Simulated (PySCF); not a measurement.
## Sulfur: a sound run and one with changed settings

Sound run: S²⁺ [Ne] 3s2 3p2, S³⁺ [Ne] 3s2 3p1. All numbers are calculated (PySCF 2.14, scalar relativity by spin-free X2C-1e, in x2c-TZVPall (5s5p2d1f, 37 functions)). In the sound run the correlated levels freeze [Ne]. The sound run starts from symmetry-adapted Hartree-Fock orbitals and uses a fine grid where one is needed.

Changed run: a valence shell is frozen. This setting is unsound on purpose.

```
species   method  sound run (hartree)  changed run (hartree)  converged
    S²⁺      MP2           -397.47637             -397.41801        yes
    S²⁺  CCSD(T)           -397.50082             -397.42100        yes
```

Ionisation energy of S²⁺:

| method | sound run (eV) | changed run (eV) |
| --- | --- | --- |
| UHF | 34.139 | 34.139 |
| MP2 | 34.596 | 34.328 |
| SCS-MP2 | 34.503 | 34.202 |
| CCSD | 34.645 | 34.409 |
| CCSD(T) | 34.676 | 34.409 |
| CCSDT | n/a | 34.409 |
| FCI | n/a | 34.409 |

Freezing a valence shell removes pair correlation that changes on ionisation.

For comparison, NIST gives 34.86 ± 0.04 eV between the lowest levels.
